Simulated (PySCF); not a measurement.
**Substituent effects on chemical shifts**

Parent skeleton `[CH3:1][SiH2:2][O:3][CH:4]([CH3:5])[CH2:6][OH:7]`; one hydrogen on atom 1 is replaced by X. Hydrogens on one atom are averaged.

All values are calculated (PySCF 2.14.0 with density-fitted response routines): GFN2-xTB geometry, shieldings: GIAO PBE0/pcSseg-1. Single conformer, equivalent nuclei averaged, non-relativistic Hamiltonian, isolated molecule.

Referencing at the same level of theory: TMS for $^{13}$C (σ = 186.93 ppm) and $^{29}$Si (σ = 349.16 ppm) and $^{1}$H (σ = 31.72 ppm); $^{17}$O (σ = 336.08 ppm) against H2O.

(1) Give δ (ppm) for X = Cl, CH3, F, propynyl, CN, ethynyl.

(2) Which position responds most, and to which substituents?

## Answers

(1) 
```
       X                   SMILES    C1    Si2    O3    C4    C5    C6    O7  H(C1)  H(Si2)
      Cl    C[C@@H](CO)O[SiH2]CCl  36.4  -30.7  43.4  74.3  20.5  70.7   5.2   2.95    4.95
     CH3      CC[SiH2]O[C@H](C)CO   9.6  -19.0  39.6  75.7  19.6  73.5  27.2   0.70    4.96
       F      C[C@H](CO)O[SiH2]CF  79.0  -39.6  35.0  74.9  20.9  72.4  48.7   4.74    5.04
propynyl  CC#CC[SiH2]O[C@@H](C)CO   8.2  -24.8  46.7  74.0  21.7  70.5   5.8   1.70    4.95
      CN    C[C@H](CO)O[SiH2]CC#N   5.5  -36.5  54.3  72.1  21.0  72.0  48.0   1.50    5.16
 ethynyl   C#CC[SiH2]O[C@@H](C)CO   4.6  -24.9  35.0  73.3  20.7  68.4   8.3   2.09    4.90
```

(2) C1: from 4.6 ppm with ethynyl to 79.0 ppm with F.

Experimental scales use liquid or dissolved standards, which lie at an offset from isolated H2O (liquid H2O: subtract about 36 ppm).
